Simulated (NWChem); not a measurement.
Species: CH8P2Si; SMILES C[SiH](P)P

```xyz
12

Si     0.3776    -0.4476     0.0000
C      2.0975     0.3170     0.0000
P     -0.6565     0.1108    -1.9472
P     -0.6565     0.1108     1.9472
H      0.4796    -1.9419     0.0000
H      2.6593     0.0023    -0.8929
H      2.0422     1.4167     0.0000
H      2.6593     0.0023     0.8929
H     -1.9351    -0.3799    -1.5402
H     -0.9378     1.4513    -1.5370
H     -1.9351    -0.3799     1.5402
H     -0.9378     1.4513     1.5370
```
Atoms are numbered in this order, from 1.

Program: NWChem. Pople sets run with spherical d functions. Coordinates come from a PBE0/def2-SVP optimisation. Core excitations by TDA in a window of 1s orbitals, non-relativistic and unshifted: absolute energies depend strongly on the exact-exchange share.

For level C K edge, BHandHLYP/6-311G**:

* **first 1s excitation (eV)**: 285.4
* **first state with f > 0.002 (eV)**: 285.9
* **dipole oscillator strength of that state**: 0.0223

Question: What are these values for level C K edge, B3LYP/6-311G**?

Answer: 
| Item | Result |
|---|---|
| first 1s excitation (eV) | 275.3 |
| first state with f > 0.002 (eV) | 275.8 |
| dipole oscillator strength of that state | 0.0022 |
